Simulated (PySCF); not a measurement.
PySCF input:

```python
from pyscf import gto, scf, dft

mol = gto.M(
    atom='''
    Al    0.07951754   -0.50892024   -0.01259072
    O     1.09530182    0.46530510   -0.97250662
    H     1.06115209    1.42158845   -1.04595819
    O    -1.17764818    0.06171992    0.98554525
    H    -1.43610916    0.97817455    1.10532848
    ''',
    basis='def2-tzvpd',
    charge=1,
    spin=0,
    verbose=4,
)

mf = dft.RKS(mol, xc='m062x').density_fit(auxbasis='def2-universal-jkfit')
mf.grids.level = 4
mf.conv_tol = 1e-9
mf.max_cycle = 100
mf.max_memory = 1500
mf.kernel()
if not mf.converged:
    mf = mf.newton()
    mf.kernel(mf.make_rdm1())
mf.analyze()
```

**Question.** What final total energy does it print?

**Answer.** -393.83629 Eh (M06-2X/def2-TZVPD).

This state (charge 1, singlet) is run at the relaxed geometry of the species with charge 0 and multiplicity 2.
